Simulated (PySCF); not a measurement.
PySCF 2.14 output of an unrestricted LDA calculation on a single atom or ion in x2c-TZVPall (8s6p6d1f, 63 functions), with the spin-free X2C one-electron Hamiltonian (Gaussian nucleus):

```
SCF conv_tol = 1e-09
number electrons alpha = 23  beta = 22
    P. A. M. Dirac.,  Math. Proc. Cambridge Philos. Soc. 26, 376 (1930)
    F. Bloch.,  Z. Phys. 57, 545 (1929)
    S. H. Vosko, L. Wilk, and M. Nusair.,  Can. J. Phys. 58, 1200 (1980)
cycle= 1 E= -5308.76578960819  delta_E= -0.0234  |g|= 0.102  |ddm|= 0.188
cycle= 2 E= -5308.76542883133  delta_E= 0.000361  |g|= 0.0976  |ddm|= 0.0614
cycle= 3 E= -5308.76671485862  delta_E= -0.00129  |g|= 0.0151  |ddm|= 0.0425
cycle= 4 E= -5308.76675379972  delta_E= -3.89e-05  |g|= 0.000615  |ddm|= 0.0066
cycle= 5 E= -5308.76675388433  delta_E= -8.46e-08  |g|= 2.21e-05  |ddm|= 0.000256
cycle= 6 E= -5308.76675388444  delta_E= -1.06e-10  |g|= 9.54e-07  |ddm|= 1.18e-05
converged SCF energy = -5308.76675388444  <S^2> = 0.75040753  2S+1 = 2.0004075
```

The run itself started from symmetry-adapted Hartree-Fock orbitals and held the occupation by maximum overlap, on a logarithmic radial grid, so the iterations belong to that start.

Question: Which element, charge and spin multiplicity is this?

Answer: Ag²⁺ (silver, charge +2), multiplicity 2; the state was [Kr] 4d9, 2D determinant.
